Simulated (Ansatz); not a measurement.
The cluster AlSi₅. Total charge 0; doublet. Geometry r2SCAN-D4/def2-SVP, basis def2-TZVP, Ansatz.

```csv
atom,x (Å),y (Å),z (Å)
Al1,0.324,0.385,-0.751
Si2,0.076,-2.097,-0.184
Si3,-0.679,-1.340,-2.180
Si4,0.600,2.727,0.037
Si5,0.468,1.127,1.580
Si6,-0.790,-0.802,1.498
```

| run | HOMO (eV) | LUMO (eV) |
| --- | --- | --- |
| A | -5.68 | -4.16 |
| B | -5.50 | -4.59 |
| C | -5.25 | -4.71 |
| D | -6.15 | -3.94 |
| E | -5.97 | -4.05 |

B3LYP takes the VWN-RPA correlation. Another isomer (doublet) lies 2.26 eV lower at PBE0-D4/def2-TZVP; other spin states weren't run for this one.

HOMO and LUMO are taken over both spins.

Question: The runs used B3LYP, PBE, PBE0, r2SCAN, r2SCAN0. Estimate which is which.

Answer: A B3LYP (20 % exact exchange); B r2SCAN (0 % exact exchange); C PBE (0 % exact exchange); D r2SCAN0 (25 % exact exchange); E PBE0 (25 % exact exchange). Exact exchange lowers occupied and raises empty levels; among semilocal functionals meta-GGAs tend to open the gap a little, and such runs are hard to tell apart. The gap grows from 0.55 eV (PBE) to 2.21 eV (r2SCAN0).
